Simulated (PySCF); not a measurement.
Magnetic susceptibility: `InChI=1S/C6H10ClFO2/c1-10-6(9)4-5(8)2-3-7/h5H,2-4H2,1H3/t5-/m0/s1`

Cartesian coordinates in Å; atom numbers follow the order of the lines, from 1:
```xyz
20

C     3.5232    0.6188    0.7494
O     2.5353   -0.3851    0.5437
C     1.3699    0.0256    0.0370
O     1.1279    1.1686   -0.2422
C     0.4218   -1.1427   -0.1158
C    -0.9120   -0.7423   -0.7402
F    -1.6017   -1.9080   -1.0340
C    -1.7717    0.1180    0.1810
C    -3.0867    0.5146   -0.4725
Cl   -2.8124    1.6491   -1.8229
H     3.1137    1.4360    1.3464
H     4.3435    0.1338    1.2719
H     3.8617    1.0183   -0.2086
H     0.2616   -1.5928    0.8667
H     0.9024   -1.8971   -0.7427
H    -0.7523   -0.2332   -1.6977
H    -1.2003    1.0079    0.4445
H    -1.9976   -0.4478    1.0882
H    -3.7363    1.0250    0.2374
H    -3.5953   -0.3562   -0.8859
```

Computed with GIAO PBE/cc-pVDZ magnetisability, rotational g tensor and spin-rotation constants, non-relativistic, gas phase in PySCF 2.14.0. Geometry: GFN2-xTB.

(1) What are the magnetisability and the molar susceptibility?

(2) Split it along the inertial axes a, b, c into diamagnetic and paramagnetic parts about the centre of mass, with the quadrupole moment.

(3) And the rotational g tensor?

## Answers

(1) Isotropic -1593 × 10⁻³⁰ J/T², or -96.0 × 10⁻⁶ cm³/mol; principal values -1683, -1635, -1462 × 10⁻³⁰ J/T², anisotropy 202 × 10⁻³⁰ J/T² (root of half the summed squared differences of the principal values). The susceptibility is in cgs units.

(2) 
| axis | χ (10⁻⁶ cm³/mol) | diamagnetic (10⁻⁶ cm³/mol) | paramagnetic (10⁻⁶ cm³/mol) | summed x² of all electrons (Å²) | quadrupole Θ (D Å) |
| --- | --- | --- | --- | --- | --- |
| a | -92.1 | -715.1 | 623.0 | 508.7 | +8.04 |
| b | -96.1 | -2330.9 | 2234.8 | 127.8 | -10.24 |
| c | -99.7 | -2700.6 | 2600.9 | 40.7 | +2.20 |

Anisotropies 2χaa − χbb − χcc = +11.6 and 2χbb − χaa − χcc = -0.4 × 10⁻⁶ cm³/mol. Θ is traceless in Buckingham's convention.

(3) 
```tsv
axis	rotational constant (GHz)	g	nuclear part	electronic part
a	1.9315	-0.0231	0.5422	-0.5653
b	0.5231	-0.0026	0.5465	-0.5492
c	0.4427	-0.0030	0.5380	-0.5410
```
Asymmetric top; isotopes 12C, 35Cl, 19F, 1H, 16O; no vibrational averaging.
